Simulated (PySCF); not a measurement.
C$_{3}$H$_{9}$OSi (SMILES CO[Si](C)C), doublet, geometry from GFN2-xTB; TPSS/STO-3G in PySCF.

Input for PySCF:
```python
from pyscf import gto, scf, dft

mol = gto.Mole()
mol.atom = '''
    C     1.90452480   -0.70742963    0.64244582
    O     1.20840243   -0.12648447   -0.42931285
    Si   -0.36583798    0.29422034   -0.54235485
    C    -0.83913476    1.63795260    0.73014405
    C    -1.52376810   -1.21199279   -0.34399243
    H     1.48460471   -1.68420376    0.89482328
    H     1.86586362   -0.06496564    1.52554104
    H     2.94303746   -0.83234589    0.33546628
    H    -1.84761689    2.00357650    0.56766526
    H    -0.79341441    1.24124988    1.74503572
    H    -0.16576344    2.48882457    0.67896605
    H    -1.47564350   -1.60389767    0.67265625
    H    -1.24891015   -2.01669610   -1.02001637
    H    -2.55737663   -0.94993177   -0.54425128
'''
mol.basis = 'sto-3g'
mol.spin = 1
mol.verbose = 4
mol.build()

mf = dft.UKS(mol)
mf.xc = 'tpss'
mf.grids.atom_grid = (50, 194)
mf.kernel()
```

Problem. Write the output that PySCF gives for this input, abridged.

Solution. 
```
PySCF version 2.14.0

[INPUT] verbose = 4
[INPUT] num. atoms = 14
[INPUT] num. electrons = 49
[INPUT] charge = 0
[INPUT] spin (= nelec alpha-beta = 2S) = 1
[INPUT] symmetry False subgroup None
[INPUT] Mole.unit = angstrom
[INPUT] Symbol           X                Y                Z      unit          X                Y                Z       unit  Magmom
[INPUT]  1 C      1.904524800000  -0.707429630000   0.642445820000 AA    3.599030269442  -1.336848253102   1.214046649672 Bohr   0.0
[INPUT]  2 O      1.208402430000  -0.126484470000  -0.429312850000 AA    2.283549640959  -0.239021007311  -0.811283708256 Bohr   0.0
[INPUT]  3 Si    -0.365837980000   0.294220340000  -0.542354850000 AA   -0.691333588164   0.555995862876  -1.024902128830 Bohr   0.0
[INPUT]  4 C     -0.839134760000   1.637952600000   0.730144050000 AA   -1.585734878003   3.095281819019   1.379772285981 Bohr   0.0
[INPUT]  5 C     -1.523768100000  -1.211992790000  -0.343992430000 AA   -2.879504386349  -2.290334438047  -0.650051481624 Bohr   0.0
[INPUT]  6 H      1.484604710000  -1.684203760000   0.894823280000 AA    2.805496305139  -3.182683844363   1.690970929085 Bohr   0.0
[INPUT]  7 H      1.865863620000  -0.064965640000   1.525541040000 AA    3.525971227590  -0.122767267107   2.882854757384 Bohr   0.0
[INPUT]  8 H      2.943037460000  -0.832345890000   0.335466280000 AA    5.561534773736  -1.572905773007   0.633939393227 Bohr   0.0
[INPUT]  9 H     -1.847616890000   2.003576500000   0.567665260000 AA   -3.491489905221   3.786210854615   1.072731871830 Bohr   0.0
[INPUT] 10 H     -0.793414410000   1.241249880000   1.745035720000 AA   -1.499335938183   2.345622325349   3.297639588383 Bohr   0.0
[INPUT] 11 H     -0.165763440000   2.488824570000   0.678966050000 AA   -0.313247503066   4.703196809388   1.283059882378 Bohr   0.0
[INPUT] 12 H     -1.475643500000  -1.603897670000   0.672656250000 AA   -2.788562072495  -3.030927328128   1.271136088477 Bohr   0.0
[INPUT] 13 H     -1.248910150000  -2.016696100000  -1.020016370000 AA   -2.360098137689  -3.811003305478  -1.927551581873 Bohr   0.0
[INPUT] 14 H     -2.557376630000  -0.949931770000  -0.544251280000 AA   -4.832741428063  -1.795110882323  -1.028485862144 Bohr   0.0

nuclear repulsion = 236.840633872583
number of shells = 26
number of NR pGTOs = 114
number of NR cGTOs = 38
basis = sto-3g
ecp = {}

******** <class 'pyscf.dft.uks.UKS'> ********
method = UKS
initial guess = minao
damping factor = 0
level_shift factor = 0
DIIS = <class 'pyscf.scf.diis.CDIIS'>
diis_start_cycle = 1
diis_space = 8
diis_damp = 0
SCF conv_tol = 1e-09
SCF conv_tol_grad = None
SCF max_cycles = 50
direct_scf = True
direct_scf_tol = 1e-13
number electrons alpha = 25  beta = 24
XC library pyscf.dft.libxc version 7.1.2
    S. Lehtola, C. Steigemann, M. J. T. Oliveira, and M. A. L. Marques,  SoftwareX 7, 1–5 (2018)
XC functionals = tpss
    J. Tao, J. P. Perdew, V. N. Staroverov, and G. E. Scuseria,  Phys. Rev. Lett. 91, 146401 (2003)
    J. P. Perdew, J. Tao, V. N. Staroverov, and G. E. Scuseria,  J. Chem. Phys. 120, 6898 (2004)
    J. Tao, J. P. Perdew, V. N. Staroverov, and G. E. Scuseria,  Phys. Rev. Lett. 91, 146401 (2003)
    J. P. Perdew, J. Tao, V. N. Staroverov, and G. E. Scuseria,  J. Chem. Phys. 120, 6898 (2004)
radial grids:
    Treutler-Ahlrichs [JCP 102, 346 (1995); DOI:10.1063/1.469408] (M4) radial grids

becke partition: Becke, JCP 88, 2547 (1988); DOI:10.1063/1.454033
pruning grids: <function nwchem_prune>
grids dens level: 3
symmetrized grids: False
atomic radii adjust function: <function treutler_atomic_radii_adjust>
User specified grid scheme (50, 194)
small_rho_cutoff = 0
Set gradient conv threshold to 3.16228e-05
tot grids = 92448
init E= -478.71970064133

cycle= 1 E= -478.551486419981  delta_E= 0.168  |g|= 0.43  |ddm|= 3.17
cycle= 2 E= -477.80574811438  delta_E= 0.746  |g|= 1.07  |ddm|= 2.33
cycle= 3 E= -478.65748762635  delta_E= -0.852  |g|= 0.183  |ddm|= 2.11
cycle= 4 E= -478.680219247846  delta_E= -0.0227  |g|= 0.0338  |ddm|=  0.3
cycle= 5 E= -478.681068710274  delta_E= -0.000849  |g|= 0.0113  |ddm|= 0.0822
cycle= 6 E= -478.681170060845  delta_E= -0.000101  |g|= 0.00295  |ddm|= 0.0244
cycle= 7 E= -478.681176348435  delta_E= -6.29e-06  |g|= 0.000965  |ddm|= 0.00548
cycle= 8 E= -478.681176973956  delta_E= -6.26e-07  |g|= 0.0002  |ddm|= 0.0015
cycle= 9 E= -478.681177016793  delta_E= -4.28e-08  |g|= 4.46e-05  |ddm|= 0.000518
cycle= 10 E= -478.681177019066  delta_E= -2.27e-09  |g|= 1.25e-05  |ddm|= 0.000113
cycle= 11 E= -478.681177019215  delta_E= -1.49e-10  |g|= 6.25e-06  |ddm|= 3.46e-05
Extra cycle  E= -478.681177019204  delta_E= 1.07e-11  |g|= 7.91e-06  |ddm|= 2.3e-05
converged SCF energy = -478.681177019204  <S^2> = 0.75076459  2S+1 = 2.0007644
```
